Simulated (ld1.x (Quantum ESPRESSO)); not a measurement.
**Which change was made? (Nb, TM)**

niobium, norm-conserving Troullier–Martins (Kleinman–Bylander form), made with ld1.x (Quantum ESPRESSO) 7.5 (PBE, scalar-relativistic). Core [Ar] 3d10, reference 4s2 4p6 4d2 5s0 5p0 (charge +3). Waves: 4s (bound): rc 1.45 bohr; 4p (bound): rc 1.65 bohr; 4d (bound): rc 1.90 bohr. Local part: all-electron potential smoothed inside 1.30 bohr (lloc = -2). Core correction: none.

Cutoffs, loose and tight: the cutoffs (Ry, on a coarse ladder) from which the occupation-weighted sum of valence levels, in a spherical-Bessel basis at the reference potential, stays within 10 and 1 mRy of its value at 400 Ry. They do not see the model core or the augmentation charge, which bear on the density cutoff. Test errors are all-electron minus pseudo excitation energies from the reference, over the configurations 4s2 4p6 4d4 5s1 5p0; 4s2 4p6 4d4 5s0 5p0; 4s2 4p6 4d3 5s0 5p0; 4s2 4p6 4d5 5s0 5p0; 4s2 4p6 4d3 5s2 5p0; 4s1 4p6 4d4 5s1 5p0; 4s2 4p6 4d1 5s0 5p0; variants that change the core or the reference have their own tests.

The base gives: outcome: generated; cutoff, loose: 70 Ry; cutoff, tight: 120 Ry; bound ghosts: none; largest test error (meV): +244.

After one change the result is: outcome: generated; cutoff, loose: 70 Ry; cutoff, tight: 120 Ry; bound ghosts: none; largest test error (meV): +1822. Which change was it?
A. reference 4s2 4p6 4d5 5s0 5p0
B. local potential all-electron potential smoothed inside 1.25 bohr (lloc = -1)
C. all radii scaled by about 1.10 (s 1.60, p 1.82, d 2.10 bohr); local potential all-electron potential smoothed inside 1.44 bohr (lloc = -2)

B. The others give: reference 4s2 4p6 4d5 5s0 5p0 → outcome: generated; cutoff, loose: 70 Ry; cutoff, tight: 120 Ry; bound ghosts: none; largest test error (meV): +158 | all radii scaled by about 1.10 (s 1.60, p 1.82, d 2.10 bohr); local potential all-electron potential smoothed inside 1.44 bohr (lloc = -2) → outcome: generated; cutoff, loose: 55 Ry; cutoff, tight: 80 Ry; bound ghosts: none; largest test error (meV): +121.
